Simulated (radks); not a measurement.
All-electron atom: W2+ in [Xe] 4f14 5d2.5 6p1.5 (fractional occupations, a model configuration).

Method: Dirac Kohn-Sham, PBE, spin-unpolarised, spherical densities, point nucleus; open shells are shared between the two j in proportion to 2j + 1; computed with a radial shooting solver on a logarithmic mesh with Libxc functionals.

Energy parts (Ry):
| part | energy |
|---|---|
| total | -32329.0521 |
| kinetic | 36433.4189 |
| electron-nucleus | -80644.7738 |
| Hartree | 12531.0079 |
| exchange-correlation | -648.7051 |

Orbitals (lengths in bohr, moments of r in powers of bohr):
\begin{tabular}{lrrrrrr}
orbital & occ. & eigenvalue (Ry) & <1/r> & <r^4> & <r^2> & small-component weight \\ \hline
1s1/2 & 2 & -5102.495 & 87.13 & 5.815e-07 & 0.0004628 & 7.79e-02 \\
2s1/2 & 2 & -881.4627 & 21.20 & 0.00008703 & 0.007060 & 1.77e-02 \\
2p1/2 & 2 & -842.8975 & 21.15 & 0.00005245 & 0.005042 & 1.77e-02 \\
2p3/2 & 4 & -743.4622 & 17.77 & 0.00007642 & 0.006243 & 1.60e-02 \\
3s1/2 & 2 & -204.2923 & 7.780 & 0.003216 & 0.04611 & 5.81e-03 \\
3p1/2 & 2 & -187.1393 & 7.692 & 0.002840 & 0.04232 & 5.75e-03 \\
3p3/2 & 4 & -165.6370 & 6.817 & 0.003753 & 0.04891 & 5.26e-03 \\
3d3/2 & 4 & -136.8003 & 6.711 & 0.002549 & 0.03792 & 5.14e-03 \\
3d5/2 & 6 & -132.1249 & 6.504 & 0.002775 & 0.03973 & 5.01e-03 \\
4s1/2 & 2 & -43.48556 & 3.268 & 0.07569 & 0.2282 & 1.91e-03 \\
4p1/2 & 2 & -36.37479 & 3.157 & 0.08279 & 0.2355 & 1.82e-03 \\
4p3/2 & 4 & -31.39257 & 2.853 & 0.1095 & 0.2709 & 1.63e-03 \\
4d3/2 & 4 & -19.72587 & 2.638 & 0.1411 & 0.2955 & 1.44e-03 \\
4d5/2 & 6 & -18.80805 & 2.565 & 0.1542 & 0.3089 & 1.39e-03 \\
4f5/2 & 6 & -4.21452 & 2.103 & 0.4791 & 0.4530 & 9.83e-04 \\
4f7/2 & 8 & -4.04981 & 2.072 & 0.5145 & 0.4680 & 9.61e-04 \\
5s1/2 & 2 & -7.47341 & 1.269 & 2.359 & 1.269 & 4.30e-04 \\
5p1/2 & 2 & -5.35462 & 1.143 & 3.580 & 1.537 & 3.56e-04 \\
5p3/2 & 4 & -4.61600 & 1.038 & 4.944 & 1.803 & 3.07e-04 \\
5d3/2 & 1 & -1.86226 & 0.7431 & 21.36 & 3.521 & 1.61e-04 \\
5d5/2 & 1.5 & -1.79166 & 0.7210 & 23.86 & 3.722 & 1.53e-04 \\
6p1/2 & 0.5 & -1.19392 & 0.4020 & 181.1 & 11.11 & 5.48e-05 \\
6p3/2 & 1 & -1.10065 & 0.3746 & 233.3 & 12.66 & 4.90e-05 \\
\end{tabular}

The highest occupied level is 6p3/2 at -14.975 eV. Summed over all electrons, <r^2> = 52.47 bohr^2, which gives a Langevin (diamagnetic) susceptibility term of -41.6 x 10^-6 cm^3/mol. The density falls to 0.001 e/bohr^3 at r = 4.50 bohr.
